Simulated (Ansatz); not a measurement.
```xyz
2

N     0.0000    0.0000   -0.5640
O     0.0000    0.0000    0.5640
```

Basis set: 6-31G (spherical functions). Frozen core: 2 orbitals. Correlation on ROHF uses semicanonical orbitals with singles. Charge 0, multiplicity 2.

Computed with Ansatz (development build ahead of 0.2.0); the reference of a correlated method needn't be the lowest determinant of its kind.

(1) Give the atomization energy at this shape (free ground-state atoms in the same class of orbitals less the molecule, no zero-point energy) of doublet NO by ROHF-CCSD(T), UHF-BCCD(T).

Answers

(1)

| method | atomization energy |
| --- | --- |
| ROHF-CCSD(T) | 89.54 kcal/mol |
| UHF-BCCD(T) | 89.43 kcal/mol |

Caution: the reference determinant was not shown to be the lowest; the shape is not the minimum.

This basis has no polarisation functions and is too small for such energies, which can lie far from measured ones in either direction.
